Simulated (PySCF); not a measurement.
H8NSi3 (SMILES [SiH2]N([SiH3])[SiH3]), doublet, at a GFN2-xTB geometry. Base run: BLYP/STO-3G run with PySCF.

Input for PySCF:
```python
from pyscf import gto, scf, dft

mol = gto.Mole()
mol.atom = '''
    Si   -1.473646    0.979158    0.101193
    N    -0.028556    0.017753   -0.101142
    Si   -0.075573   -1.708221   -0.322898
    Si    1.479842    0.836267    0.206139
    H    -2.642154    0.170145   -0.234935
    H    -1.528225    1.516851    1.461783
    H     1.036645   -2.082061   -1.192683
    H    -1.358005   -2.024458   -0.947824
    H     0.039099   -2.380991    0.975474
    H     1.693709    0.969097    1.651661
    H     1.367092    2.157127   -0.411220
    H     2.562998    0.049173   -0.376322
'''
mol.basis = 'sto-3g'
mol.charge = 0
mol.spin = 1
mol.verbose = 5
mol.build()

mf = dft.UKS(mol)
mf.xc = 'blyp'
mf.kernel()
```

Variants of this job, named by their change:

| change | ΔE vs base (mEh) | grid points | electrons on the grid |
|---|---|---|---|
| base | 0.000 | 149912 | 57.00000 |
| grids.prune = off | 0.000 | 247616 | 57.00000 |
| grids.atom_grid = (50, 194) | -0.023 | 79032 | 56.99992 |
| grids.atom_grid = (99, 590) | 0.004 | 386608 | 57.00000 |
| grids.level = 5 | 0.004 | 361096 | 57.00000 |
| grids.atom_grid = (30, 110) | 2.701 | 29608 | 56.99919 |
| grids.becke_scheme = stratmann | 0.005 | 149912 | 56.99999 |
| grids.level = 0 | -62.489 | 10896 | 57.00318 |
| grids.prune = dft.gen_grid.sg1_prune | 0.030 | 59952 | 56.99994 |
| grids.radi_method = gauss_chebyshev | -0.001 | 146312 | 57.00000 |
| grids.prune = dft.gen_grid.treutler_prune | 0.000 | 133496 | 57.00000 |

Open shells are given as the SCF converged; they aren't shown to be the lowest states, and a large step between rows can be another state.
